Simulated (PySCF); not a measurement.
C2H3F3Ge.
Numbering: `[F:1][C:2]([F:3])=[C:4]([F:5])[GeH3:6]` (hydrogens: H7, H8, H9 on Ge6)

Method: PySCF, PBE0-D3(BJ)/def2-SVP geometry optimisation, gas phase; density fitting, grid level 1; the optimiser is geomeTRIC in internal coordinates, started from a GFN2-xTB structure with every atom displaced at random (about 0.01 Å).

Step 0: E = -66757.7210 eV
```
atom  x, y, z in Å  |  force x, y, z in eV/Å
F1     -0.5910    1.2136   -1.3996   -0.752   0.241   0.421
C2     -1.1863    0.9008   -0.2421   -0.178   0.717  -0.853
F3     -2.3459    1.5392   -0.0800    1.411  -0.869  -0.065
C4     -0.5261    0.0400    0.5330   -1.460   0.074   1.062
F5     -1.0895   -0.3391    1.7061    0.366   0.152  -0.465
Ge6     1.1467   -0.7123   -0.0431    0.082   0.349   0.651
H7      1.5974   -1.6486    1.0341    0.221  -0.438   0.501
H8      2.1253    0.4105   -0.2319    0.464   0.439  -0.089
H9      0.9269   -1.4209   -1.3103   -0.153  -0.666  -1.164
```

Step 1: E = -66757.8978 eV
```
atom  x, y, z in Å  |  force x, y, z in eV/Å
F1     -0.7524    1.3440   -1.4439   -0.016  -0.017   0.027
C2     -1.2012    0.9328   -0.2789    0.068   0.035   0.034
F3     -2.3487    1.4833    0.0210    0.083  -0.074  -0.021
C4     -0.5220    0.0667    0.4793   -0.367   0.051   0.018
F5     -1.0832   -0.3036    1.6430    0.098   0.023  -0.003
Ge6     1.1775   -0.7359   -0.0271   -0.043   0.131   0.102
H7      1.5732   -1.6703    1.1105    0.039  -0.094   0.109
H8      2.2162    0.3696   -0.2093    0.129   0.081  -0.038
H9      0.9982   -1.5035   -1.3284    0.008  -0.136  -0.227
```

Problem. Estimate the geometry and energy of step 2. (The exact step hangs on the optimiser's Hessian estimate; all steps are aligned on step 1, rigid shifts and turns removed.)

Solution. E = -66757.9034 eV, largest force 0.130 eV/Å
```
atom  x, y, z in Å  |  force x, y, z in eV/Å
F1     -0.7448    1.3404   -1.4409   -0.020  -0.009   0.010
C2     -1.2030    0.9363   -0.2776   -0.032  -0.031   0.085
F3     -2.3524    1.4839    0.0116   -0.008   0.028  -0.014
C4     -0.5371    0.0662    0.4838    0.042  -0.096   0.023
F5     -1.0735   -0.3045    1.6580    0.005   0.086  -0.097
Ge6     1.1716   -0.7318   -0.0284    0.001   0.037   0.014
H7      1.5693   -1.6737    1.1143   -0.003   0.002  -0.008
H8      2.2231    0.3743   -0.2113    0.002  -0.018  -0.009
H9      1.0043   -1.5080   -1.3434    0.013   0.001  -0.003
```

The energy changes by -0.0055 eV. The first-order estimate −F·Δx gives -0.0131 eV and the mean of the old and new forces, exact on a quadratic surface, -0.0057 eV. The step makes an angle of 48° with the force vector and moves no atom by more than 0.018 Å.

The cost below is that of the whole optimisation. On an Arm Neoverse V1 with one thread, on a shared host, this took 68 s and 0.51 GiB of memory at its peak.
